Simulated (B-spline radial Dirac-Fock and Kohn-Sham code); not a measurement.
# K-line shifts caused by a second vacancy in Sr⁺

System: strontium as Sr⁺, [Kr] 5s1.

Level of theory: Dirac-Fock energy differences between relaxed states, corrected for Breit and QED terms; a radial finite-basis atomic code. Each two-hole energy is an average over J within one jj subconfiguration, not an observable level; in light atoms, where LS coupling holds, the j-resolved values are not observed lines, and for a K spectator the Kα1 hypersatellite is nearly forbidden. No correlation.

Lines without a spectator: Kα2 (K-L2) 14096.2 eV, Kα1 (K-L3) 14163.5 eV, Kβ3 (K-M2) 15821.8 eV, Kβ1 (K-M3) 15832.4 eV. Shifts in eV with one spectator hole (a dash: not computed, or left out as unreliable):

```
spectator hole    Kα2    Kα1     Kβ3     Kβ1
    L2 (2p1/2)  +42.1  +52.2       –  +114.2
    L3 (2p3/2)  +44.9  +43.8  +106.3       –
    M2 (3p1/2)      –  +4.42  +10.66  +13.43
    M3 (3p3/2)  +3.60      –  +12.05  +11.48
    M4 (3d3/2)  -0.23  -1.90       –       –
    M5 (3d5/2)  -2.09  -0.98       –       –
```

Question: Where does the K-L3 hypersatellite lie, emitted when both K electrons are missing?

Answer: +422.9 eV from the normal line, at 14586.4 eV. Removing both K electrons costs 32809.2 eV, which is 569.1 eV more than twice the K binding energy.

With n spectator holes in 2p, averaged over the 2p shell (energies in eV):

```tsv
n	KαLⁿ	step	hypersatellite KαʰLⁿ
0	14141.1	–	14561.5
1	14187.3	+46.3	14609.1
2	14234.7	+47.4	14657.8
3	14283.2	+48.5	14707.6
4	14333.0	+49.7	14758.7
5	14383.9	+50.9	14810.9
```
